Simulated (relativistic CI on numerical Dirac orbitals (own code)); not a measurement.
## Fe2+ in a cubic cluster: 3s photoemission with charge transfer

Computed with a charge-transfer multiplet model of a cubic metal-ligand cluster with up to 2 ligand holes, Slater and spin-orbit integrals from Dirac-Coulomb-Breit ions, Slater integrals scaled by 0.9. The parameters are those of a tetrahedral site (10Dq negative, t2 hopping the larger). The ground state mixes d6 with configurations of k ligand holes L, whose averages lie at kΔ + k(k − 1)U_dd/2; a core hole lowers each added d electron by U_cd. 300 K, Lorentzian 1.4 eV and Gaussian 0.8 eV FWHM.

Atomic integrals in eV (Slater integrals scaled, ζ unscaled), ground: F2dd 9.813, F4dd 6.093, zeta_d 0.049; with the core hole: F2dd 10.877, F4dd 6.802, zeta_d 0.058, G2cd 11.073.

Cluster parameters (eV): U_dd = 6.5, U_cd = 7.4, 10Dq = -0.2, 10Dq(ligand) = 0, V(eg) = 1.32, V(t2g) = -2.25, final-state hopping factor = 0.8.

```
      Case   n_d    d6   d7L  d8L2     S
Δ = 2.8 eV  6.35  0.67  0.31  0.02  2.00
Δ = 3.8 eV  6.29  0.73  0.26  0.02  2.00
Δ = 4.8 eV  6.24  0.77  0.22  0.01  2.00
Δ = 5.8 eV  6.20  0.81  0.18  0.01  2.00
Δ = 8.8 eV  6.12  0.88  0.11  0.00  2.00
```

Weights, n_d and S are thermal averages at 300 K. Binding energies count from the first peak over 30 % of the highest in each spectrum, which can be another peak from case to case. The parameters are a model scan and need not match a compound or its usual spin state. Peaks in eV (height, largest 100):
- Δ = 2.8 eV: 0.0 (100), 4.0 (14), 6.6 (30), 8.9 (38), 15.7 (20), 19.8 (6)
- Δ = 3.8 eV: 0.0 (100), 4.3 (15), 6.4 (24), 9.1 (39), 15.8 (22)
- Δ = 4.8 eV: 0.0 (100), 4.5 (15), 6.3 (18), 9.3 (42), 15.8 (21)
- Δ = 5.8 eV: 0.0 (100), 4.8 (14), 6.4 (13), 9.6 (45), 16.0 (16)
- Δ = 8.8 eV: 0.0 (100), 6.4 (9), 10.5 (54), 15.2 (8)

Curve for Δ = 8.8 eV (points under 2 left out, the grid thinned):

E (eV), Intensity and a bar:
```
     -3.3        5.4 #
     -2.8        7.4 ##
     -2.3       10.7 ###
     -1.8       16.9 #####
     -1.3       29.5 #########
     -0.8       55.5 #################
     -0.3       90.6 ############################
      0.2       96.3 ##############################
      0.7       64.0 ####################
      1.2       34.4 ##########
      1.7       19.4 ######
      2.1       13.4 ####
      2.6        9.3 ##
      3.1        7.1 ##
      3.6        6.0 #
      4.1        5.7 #
      4.6        5.9 #
      5.1        6.5 #
      5.6        7.7 ##
      6.1        9.0 ##
      6.6        9.1 ##
      7.1        8.4 ##
      7.6        8.3 ##
      8.1        9.4 ##
      8.6       11.7 ###
      9.1       16.6 #####
      9.6       27.9 ########
     10.1       46.0 ##############
     10.6       53.7 ################
     11.1       39.2 ############
     11.6       21.9 ######
     12.1       12.5 ###
     12.6        8.2 ##
     13.1        6.2 #
     13.5        5.6 #
     14.0        5.6 #
     14.5        6.5 #
     15.0        7.8 ##
     15.5        7.8 ##
     16.0        6.9 ##
     16.5        6.2 #
     17.0        5.2 #
     17.5        4.1 #
     18.0        3.1 
     18.5        2.1
```

For the case Δ = 5.8 eV, Δ = 5.8 eV is smaller than U_dd = 6.5 eV, the charge-transfer side of the Zaanen-Sawatzky-Allen scheme. With the core hole the configuration with one ligand hole lies at Δ − U_cd = -4.6, -3.6, -2.6, -1.6, 1.4 eV from the one without, in the order of the table; where this is negative the screened configuration lies lower, though the effective hopping of about 3.2 eV (from the holes of the mixed ground state) mixes the two strongly wherever it is as large as the gap.

Without intra-shell correlation the exchange splitting of the 3s hole comes out too large.
